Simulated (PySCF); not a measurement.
Some computed properties have been withheld. Give your best values.

Species: C₃H₂F₃O₃ (charge -1).
SMILES: `O=C([O-])O[C@H](F)C(F)F`

Conformer (atom-mapped SMILES and torsion angles): `[O:1]=[C:2]([O-:3])[O:4][C@H:5]([F:6])[CH:7]([F:8])[F:9]`: O1–C2–O4–C5 -6°, C2–O4–C5–F6 -106°, O4–C5–C7–F8 -67°.

```json
{"property": "point group of the GFN2-xTB geometry", "level": "GFN2-xTB", "value": "C1"}
{"property": "rotational constants A, B, C of the GFN2-xTB geometry", "level": "GFN2-xTB", "value": "2.998, 0.936, 0.829 GHz"}
{"property": "HOMO energy", "level": "PBE0/pcSseg-1", "value": "-2.98 eV"}
{"property": "LUMO energy", "level": "PBE0/pcSseg-1", "value": "5.70 eV"}
{"property": "13C chemical shifts (computed TMS as zero) by class", "level": "GIAO PBE0/pcSseg-1", "value": "?"}
{"property": "1H chemical shifts (computed TMS as zero) by class", "level": "GIAO PBE0/pcSseg-1", "value": "?"}
{"property": "isotropic shieldings of nuclei other than C and H, by class", "level": "GIAO PBE0/pcSseg-1", "value": "?"}
```

Electronic properties: PySCF, gas phase, density fitting. No diffuse functions stand in pcSseg-1, which bears on an anion's orbital energies.

**Question.** What are the 13C chemical shifts (computed TMS as zero) by class?

**Answer.** 145.0 (1 C), 123.7 (1 C), 110.2 (1 C) ppm.

**Question.** What are the 1H chemical shifts (computed TMS as zero) by class?

**Answer.** 6.49 (1 H), 5.43 (1 H) ppm.

**Question.** What are the isotropic shieldings of nuclei other than C and H, by class?

**Answer.** 110 (1 O), 117 (1 O), 142 (1 O), 319 (1 F), 324 (1 F), 325 (1 F) ppm.

The rotational constants make it an asymmetric top with κ = (2B − A − C)/(A − C) = -0.90, nearer the prolate limit (−1). With B = h/(8π²I), that is 505.379 GHz u Å² over I, the principal moments of inertia are 168.6, 540.1 and 609.8 u Å² (most abundant isotopes); the inertial defect Ic − Ia − Ib is -98.9 u Å² (zero for a rigid planar frame, negative otherwise).

One conformer stands for the species.
